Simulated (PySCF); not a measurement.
**Computed vibrations of Ce2S3**

Ce2S3 (singlet in the valence; each metal's 4f electrons, 1 of them, lie in its core potential, out of spins and levels). PySCF 2.14.0, RKS BP86, Ce lcecp-1-SVP with ECP47, S def2-SVP; non-relativistic Hamiltonian with scalar-relativistic core potentials where named; density fitting; no spin-orbit coupling. Central differences of gradients.

```xyz
5

Ce    0.1275    0.3062    2.5059
Ce    0.1275    0.3062   -2.5059
S     0.4903    1.1771    0.0000
S    -0.8032   -1.9284    2.7109
S    -0.8032   -1.9284   -2.7109
```

Run from Python with OMP_NUM_THREADS=2. Where DIIS fails, smearing, a level shift and second-order steps follow.
It took 2 min on 2 threads of Arm Neoverse V1, on a shared host.

Problem. What are the harmonic wavenumbers and infrared intensities?

Solution. Modes are labelled in C2v; negative numbers are unstable modes, those under 60 cm⁻¹ near the noise; a finer grid moves soft modes by up to 10 cm⁻¹.
| cm⁻¹ | km/mol | symmetry |
| --- | --- | --- |
| -29 | – | a2 |
| 23 | 2.9 | a1 |
| 28 | 40.6 | b1 |
| 61 | 11.9 | b2 |
| 103 | 0.0 | a1 |
| 186 | 12.2 | a1 |
| 358 | 269.4 | b2 |
| 422 | 10.3 | b2 |
| 427 | 79.2 | a1 |

Problem. Is this a minimum?

Solution. Probably not: 1 unstable, though so soft as to be near the noise; the lowest moves the atoms so:
```
Ce  -0.16  0.07  0.00
Ce   0.16 -0.07  0.00
S    0.00  0.00  0.00
S    0.63 -0.26  0.00
S   -0.63  0.26  0.00
```

An lcecp potential fixes the number of 4f electrons, so in runs with it no electron can move into or out of that shell.
